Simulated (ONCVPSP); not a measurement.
Ranking ONCV potentials for lanthanum

All share these settings but for the change named:

- Element: La
- Generator: ONCVPSP 4.0.1
- Type: optimised norm-conserving Vanderbilt (ONCV)
- Functional: PBE
- Relativity: scalar-relativistic
- Frozen core: [Kr] 4d10
- Valence charge: 11
- Reference configuration: 5s2 5p6 5d1 6s1 (charge +1)
- Partial waves: 5s+6s: rc 2.55 bohr, ncon 4, nbas 9, qcut 5.4 1/bohr, 3 projectors, debl 2.9 Ha; 5p: rc 2.30 bohr, ncon 4, nbas 8, qcut 6.4 1/bohr, 3 projectors, debl 1.5 Ha; 5d: rc 3.85 bohr, ncon 4, nbas 9, qcut 4.1 1/bohr, 2 projectors, debl 2.1 Ha; f scattering state at 0.45 Ha: rc 3.95 bohr, ncon 4, nbas 7, qcut 2.5 1/bohr, 2 projectors, debl 0.5 Ha
- Local potential: polynomial inside 1.80 bohr (lpopt 4, dvloc0 6 Ha)
- Core correction: none

In the f channel the program set the typed energies aside and used -0.374, 0.126 Ha.

Cutoff: the first of the cutoffs (Ha) at which the residual kinetic energy of the hardest occupied pseudo-wave falls to 1 and 0.1 mHa per electron; the density cutoff is not measured.

The base gives 12 Ha.

Of 6 variants that were run, those that failed, showed a ghost or another fault, or gave nearly equal values are left out.

A variant can come out equal or close to the base.

**Question.** Rank these variants from softest to hardest (loose cutoff).
A. p: qcut 4.2
B. p: qcut 6.2
C. p: qcut 7.4

**Answer.** A (9 Ha), B (12 Ha), C (14 Ha).
